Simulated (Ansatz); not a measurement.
AgSe2, relaxed as a doublet with UKS B3LYP-D4/def2-TZVP in Ansatz, starting from the GFN1-xTB geometry. Force threshold 0.02 eV/Å.

In the def2 sets Ag takes a core potential; there is no spin–orbit coupling. Another isomer (doublet) lies 0.09 eV lower at PBE0-D4/def2-TZVP; other spin states weren't run for this one.

Start:

```xyz
3

Ag    0.045   -0.440   -1.405
Se    0.906   -0.431    0.936
Se   -0.951    0.871    0.469
```

```tsv
step	energy (eV)	largest force component (eV/Å)	SCF passes
1	-134703.2159	1.077	18
2	-134703.3116	0.105	23
3	-134703.3125	0.018	24
```

Force components are those of the run's own axes.

End:

Cartesian coordinates in Å:
```
Ag 0.048 -0.466 -1.487
Se 0.923 -0.431 0.982
Se -0.971 0.897 0.505
```

By distances, no bond broke or formed. The bond that changes most is Ag1–Se2, from 2.49 to 2.62 Å (atoms count from 1).

No frequencies were taken in this run, so the end may be a saddle point.

Hardware: 4 threads of Arm Neoverse V2 on a shared host. Wall time 9.5 s.
